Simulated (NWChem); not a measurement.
System: CH$_{4}$OSi, singlet; SMILES CO[SiH]

```xyz
7

Si     0.0045     1.2375     0.0000
H     -1.5233     0.9278     0.0000
O      0.5242    -0.3401     0.0000
C     -0.1814    -1.5511     0.0000
H      0.0916    -2.1398    -0.8908
H      0.0916    -2.1398     0.8908
H     -1.2741    -1.3855     0.0000
```
Atoms are numbered in this order, from 1.

Computed with NWChem. Geometry optimised at PBE0/def2-SVP; all other runs use it. Low-valent species are run as closed-shell singlets; no triplet was tried in these runs.

| quantity | level | value |
|---|---|---|
| −ε(HOMO) (eV) | PBE/def2-SVP | 5.39 |
| dipole in solution (D) in n-hexane | PBE0/def2-SVP, SMD | 1.89 |
| isotropic polarisability (bohr³), static | PBE/def2-SVPD | 51.8 |
| vertical, lowest state with f > 0.02, singlet (eV) | PBE/def2-SVPD, TDA | 3.29 |
| dipole (D) | PBE0/def2-SVP | 1.70 |
| highest harmonic frequency (cm⁻¹) | PBE0/def2-SVP | 3137 |
